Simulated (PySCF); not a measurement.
Mg(F)(NMe2) (C₂H₆FMgN), SMILES C[N](C)[Mg][F]. Geometry optimised at B3LYP-D3(BJ)/def2-SVP. The structure was generated by enumeration; whether it is a known compound was not checked. The values are those of a single conformer.

These are PySCF 2.14.0 with B3LYP-D3(BJ)/def2-SVP values and carry that method's errors.

Harmonic wavenumbers (cm⁻¹): 84, 114, 171, 212, 253, 298, 321, 515, 803, 1006, 1088, 1108, 1156, 1215, 1278, 1435, 1441, 1444, 1462, 1484, 1498, 2917, 2926, 2951, 2962, 3046, 3048. Rotational constants (GHz): 9.548, 1.820, 1.559; symmetry number 2.

Task: Work out the zero-point energy and the ideal-gas rigid-rotor harmonic-oscillator thermochemistry at 298.15 K and 1 atm.

Result: ZPE = ½ Σ hcν = ½ × 36237 cm⁻¹ = 216.74 kJ/mol. H − E(el) = 238.16 kJ/mol. Entropy in J/(mol K): translation 164.50, rotation 106.69, vibration 71.63, total 342.81. G − E(el) = 135.95 kJ/mol. Cp = 102.59 J/(mol K). Modes under 150 cm⁻¹ make the vibrational entropy uncertain.
